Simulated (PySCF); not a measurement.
Coordinates in bohr (charge 0 multiplicity 4):
```
Re    0.1105   -0.1628   -0.1509
O     2.6276    1.0043   -1.8304
O    -0.1608   -0.1831    3.4719
O    -3.3894    0.9403   -0.0343
H    -1.7348    0.6096    4.0664
H    -4.1592    1.4466   -1.6341
```

Method: UPBE in PySCF with Re def2-SVP with ECP60, O def2-SVP, H def2-SVP; scalar-relativistic core potentials, no spin–orbit coupling; density-fitted integrals.

This geometry of ReO(OH)₂ is a stationary point at this level.

Q: What is the point group?

A: C1.

Q: Is it a minimum?

A: Yes: all harmonic wavenumbers are real.

Q: Which band is strongest in the infrared?

A: 814 cm⁻¹ (a), 123 km/mol.

Q: What are the dipole moment and the gap between the highest occupied and lowest empty levels of either spin?

A: 2.66 D and 0.70 eV.

Q: Give the atomic charges and bond orders.

A: 
| atom | Mulliken | Löwdin | polar tensor | spin (Mulliken) | Mayer order to Re1 |
| --- | --- | --- | --- | --- | --- |
| Re1 | 0.62 | 0.13 | 1.21 | 2.71 | – |
| O2 | -0.30 | -0.09 | -0.54 | 0.04 | 2.21 |
| O3 | -0.36 | -0.12 | -0.62 | 0.09 | 1.18 |
| O4 | -0.39 | -0.14 | -0.61 | 0.13 | 1.17 |
| H5 | 0.21 | 0.10 | 0.28 | 0.04 | 0.05 |
| H6 | 0.22 | 0.11 | 0.29 | 0.00 | 0.02 |
Other Mayer orders above 0.3: O–H 0.92 (×2).

This need not be the most stable arrangement of these atoms. With open d or f shells other occupations or spin states may lie lower. At this level a doublet minimum of Cs symmetry lies 106 kJ/mol below this structure. No spin–orbit coupling is included, which matters more the heavier the element.
